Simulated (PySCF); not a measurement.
## Bonding in `CC(C)c1cnn(C)n1`

Compound: C6H11N3.
Atom-mapped SMILES: `[CH3:1][CH:2]([CH3:3])[c:4]1[cH:5][n:6][n:7]([CH3:8])[n:9]1` (hydrogens: H10, H11, H12 on C1; H13 on C2; H14, H15, H16 on C3; H17 on C5; H18, H19, H20 on C8)

Cartesian coordinates in Å at the GFN2-xTB level; atoms count from 1:
```xyz
20
C6H11N3 angstrom
C     -2.225   -0.797   -0.728
C     -1.240   -0.553    0.417
C     -1.845    0.388    1.460
C      0.036    0.009   -0.111
C      0.279    1.208   -0.798
N      1.575    1.280   -1.062
N      2.079    0.180   -0.558
C      3.468   -0.151   -0.650
N      1.205   -0.611    0.018
H     -1.792   -1.467   -1.468
H     -2.478    0.141   -1.217
H     -3.139   -1.246   -0.348
H     -1.000   -1.509    0.893
H     -2.753   -0.045    1.873
H     -1.142    0.560    2.271
H     -2.094    1.346    1.008
H     -0.394    1.984   -1.095
H      4.046    0.770   -0.683
H      3.742   -0.744    0.221
H      3.665   -0.731   -1.554
```

Bond orders from the PBE0/pcSseg-1 density (PySCF). The structure is a single GFN2-xTB conformer in the gas phase; no vibrational or solvent corrections. GFN2-xTB frequencies show an imaginary mode (44i cm⁻¹), so this geometry is no minimum at that level.

(1) How far do the computed orders between heavy atoms stray from the drawn ones?

(2) Give the Mayer order of every bond, beside its length.

Answers

(1) The largest departure is 0.281, at N7–N9 (drawn aromatic, 1.219), counting aromatic bonds as 1.5. The bonds drawn aromatic range from 1.22 to 1.51.

(2) 
| bond | drawn as | length (Å) | Mayer order |
| --- | --- | --- | --- |
| C1–C2 | single | 1.530 | 1.030 |
| C2–C3 | single | 1.530 | 1.031 |
| C2–C4 | single | 1.492 | 1.000 |
| C4–C5 | aromatic | 1.403 | 1.319 |
| C5–N6 | aromatic | 1.325 | 1.506 |
| N6–N7 | aromatic | 1.311 | 1.238 |
| N7–C8 | single | 1.431 | 0.897 |
| N7–N9 | aromatic | 1.312 | 1.219 |
| N9–C4 | aromatic | 1.329 | 1.469 |
| C1–H10 | single | 1.088 | 0.968 |
| C1–H11 | single | 1.088 | 0.963 |
| C1–H12 | single | 1.088 | 0.965 |
| C2–H13 | single | 1.095 | 0.928 |
| C3–H14 | single | 1.088 | 0.965 |
| C3–H15 | single | 1.088 | 0.968 |
| C3–H16 | single | 1.088 | 0.962 |
| C5–H17 | single | 1.070 | 0.995 |
| C8–H18 | single | 1.088 | 0.956 |
| C8–H19 | single | 1.088 | 0.957 |
| C8–H20 | single | 1.092 | 0.960 |

Bonds between the same two heavy elements. C–C: lowest C2–C4 (1.000, 1.492 Å), highest C4–C5 (1.319, 1.403 Å); in 2 of the 6 pairs the longer bond (by over 0.003 Å) has the higher order (by 0.02 or more). C–N: lowest N7–C8 (0.897, 1.431 Å), highest C5–N6 (1.506, 1.325 Å). N–N: all 2 within 0.02 of one another (1.219 to 1.238).

Q: Sum the orders of all bonds at each heavy atom with more than one neighbour and set the sums beside the valence in the SMILES.

A: C1 3.926 (drawn 4), C2 3.989 (drawn 4), C3 3.926 (drawn 4), C4 3.788 (drawn 4), C5 3.820 (drawn 4), N6 2.744 (drawn 3), N7 3.354 (drawn 3), C8 3.770 (drawn 4), N9 2.688 (drawn 3). Orders between atoms that aren't bonded are not in these sums.

The Mayer order sums products of elements of PS (density times overlap matrix) between the two atoms' basis functions, so it depends on the basis set.

These values come from a run that also computed NMR shieldings. The run took 40 s wall on Intel Xeon Platinum 8488C, one thread, on a shared host, and the process peaked at 0.93 GiB of memory.
